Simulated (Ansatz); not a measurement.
C$_{2}$H$_{5}$ClF$_{2}$Si (`FC[SiH](F)CCl`). Total charge 0; spin multiplicity 1.

```
atom   x (Å)   y (Å)   z (Å)
  F1  -1.862  -0.911  -0.640
  C2  -0.565  -1.383  -0.455
 Si3   0.645   0.057  -0.462
  F4   0.692   0.691  -1.931
  C5   0.065   1.379   0.727
 Cl6   0.174   0.660   2.361
  H7  -0.341  -2.097  -1.256
  H8  -0.525  -1.922   0.497
  H9   2.005  -0.412  -0.109
 H10  -0.973   1.664   0.555
 H11   0.687   2.274   0.711
```

Task: What are the harmonic wavenumbers in cm⁻¹ at PBE0-D4/def2-TZVP (Ansatz, finite differences of forces, unscaled)? (An estimate is asked.)

Result: The calculation gave: 51, 96, 119, 146, 222, 256, 387, 618, 668, 705, 751, 792, 825, 876, 912, 1065, 1114, 1191, 1248, 1319, 1430, 1455, 2255, 3048, 3099, 3102, 3164.

Task: Is this a minimum?

Result: Yes, all 27 modes are real.

Task: Give the ideal-gas thermochemistry at 298.15 K and 1 bar (rigid rotor, harmonic oscillator; point group C1, symmetry number 1).

Result: Zero-point energy 184.9 kJ/mol; H(298) − E = 208.2 kJ/mol; entropy 377.5 J/(mol·K), of which translation 169.6, rotation 119.7, vibration 88.2; G(298) − E = 95.7 kJ/mol. Modes under 100 cm⁻¹ are hindered rotations or soft bends, so the harmonic entropy is rough.
